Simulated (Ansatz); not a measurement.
Reactions of `C=C[SiH2]S[SiH3]`.

Program: Ansatz. Geometries: PBE0-D4/def2-TZVP. ΔE: electronic, gas phase. CCSD(T)/CBS is the MP2 limit (def2-TZVPP, def2-QZVPP) plus CCSD(T) − MP2 in def2-TZVPP, frozen cores. This one scheme is used for every species, atoms too. For atomizations the MP2-based limit and the directly extrapolated one differ by several kJ/mol either way, and by 10 to 25 for some Ge, Se and Sn compounds, so smaller differences from it don't rank the levels. No spin–orbit coupling; open shells (•) take unrestricted orbitals. Spin–orbit coupling would lower the free atoms: a little for C, S, Si. Each species was taken in one conformer, which may not be the lowest.

Q: Order these by ΔE at CCSD(T)/CBS, lowest first. (Best estimate.)
A. `C=C[SiH2]S[SiH3]` → 2 C• + 8 H• + S• + 2 Si•
B. `C=C[SiH2]S[SiH3]` + CH₃NH₂ → `NC[SiH2]S[SiH3]` + `C=C`
C. `C=C[SiH2]S[SiH3]` + `OB(S)Cl` → `C=C[SiH2]B(O)Cl` + `[SiH3]SS`
D. `C=C[SiH2]S[SiH3]` + HCl → `[SiH3]S[SiH2]Cl` + `C=C`
E. `C=C[SiH2]S[SiH3]` → `S[SiH]1C[SiH2]C1`

A: D (-91.4 kJ/mol), E (-46.0 kJ/mol), B (+15.8 kJ/mol), C (+197.8 kJ/mol), A (+4535.7 kJ/mol).

Largest T1 diagnostic: 0.013, for `C=C[SiH2]B(O)Cl`.
